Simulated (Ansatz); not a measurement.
Total energies of Cd7Te7H20 from Ansatz at PBE0-D4/def2-TZVP, gas phase (1 Eh = 27.2114 eV = 2625.5 kJ/mol). The reference geometry is relaxed at r2SCAN-D4/def2-SVP.

```xyz
34

Cd   -3.852    1.408    1.499
Cd    2.847    0.330   -2.981
Cd   -2.912   -1.820   -1.249
Cd   -1.669    3.592    0.789
Cd    0.361    2.121    3.278
Cd    1.039   -1.778    2.378
Cd   -2.414   -2.886    1.638
Te    1.633    2.527   -1.378
Te   -1.790    0.972   -0.927
Te   -1.608   -0.288    2.887
Te    0.364   -1.111   -3.783
Te    3.802   -1.543   -0.883
Te    0.065   -2.532   -0.352
Te    2.500    0.637    1.727
H    -5.204    0.444    1.252
H    -3.077    2.965    1.946
H     3.943    0.770   -4.207
H    -3.209   -2.174   -2.872
H    -1.734    4.932   -0.243
H    -0.240    2.894    1.755
H     0.653    2.327    4.926
H     1.474   -2.993    3.478
H    -3.569   -2.097    0.433
H    -2.240   -4.275    2.573
H     1.027    3.218   -2.778
H     3.072    3.369   -1.605
H    -2.817    1.607   -2.075
H    -1.950   -0.674    4.469
H     0.626   -0.555   -5.353
H     1.258   -2.472   -4.158
H     4.491   -2.459   -2.128
H     5.244   -0.694   -0.785
H     0.280   -4.181   -0.227
H     3.604    0.420    2.955
```

```json
{"state": "charge 0 singlet", "geometry": "reference", "energy (Eh)": "-3062.67166"}
{"state": "charge 1 doublet", "geometry": "reference", "energy (Eh)": "-3062.38671"}
{"state": "charge -1 doublet", "geometry": "reference", "energy (Eh)": "-3062.70820"}
{"state": "free Cd atom (singlet)", "geometry": "–", "energy (Eh)": "-167.77479"}
{"state": "free Te atom (triplet)", "geometry": "–", "energy (Eh)": "-267.99464"}
{"state": "free H atom (doublet)", "geometry": "–", "energy (Eh)": "-0.50104"}
```

In the def2 sets Cd, Te take a core potential; there is no spin–orbit coupling. Single mean-field runs in def2-TZVP are fitted with def2-universal-jkfit.

**Question.** Work out the vertical ionisation energy to the doublet.

**Answer.** E(charge 1 doublet) − E(charge 0 singlet) = -3062.38671 − (-3062.67166) = 0.28495 Eh = 7.75 eV. For comparison, −ε of the highest occupied level is 6.63 eV at this level, 1.12 eV less.

**Question.** Work out the vertical electron affinity, to the doublet.

**Answer.** E(charge 0 singlet) − E(charge -1 doublet) = -3062.67166 − (-3062.70820) = 0.03654 Eh = 0.99 eV. The basis lacks diffuse functions, which makes affinities too small.

**Question.** Give the fundamental gap IE − EA, the Mulliken electronegativity (IE + EA)/2 and the hardness (IE − EA)/2.

**Answer.** From the values in Eh: IE − EA = 0.28495 − 0.03654 = 0.24841 Eh = 6.76 eV; (IE + EA)/2 = 4.37 eV; (IE − EA)/2 = 3.38 eV. The HOMO–LUMO gap of the same run is 4.70 eV, 2.06 eV smaller than the fundamental gap.

**Question.** What is the binding energy per atom against free atoms?

**Answer.** Atoms: 7 × (-167.77479) + 7 × (-267.99464) + 20 × (-0.50104) = -3060.40681 Eh. Binding: -3060.40681 − (-3062.67166) = 2.26485 Eh = 61.63 eV, or 1.81 eV for each of 34 atoms (no zero-point energy, no counterpoise term).

At PBE0-D4/def2-TZVP the highest occupied level of the charge -1 doublet lies above zero (up to 0.07 eV). By energy differences its removal costs 0.99 eV (vertical, to the charge 0 singlet, at PBE0-D4/def2-TZVP); self-interaction error and the lack of diffuse functions both raise the level.
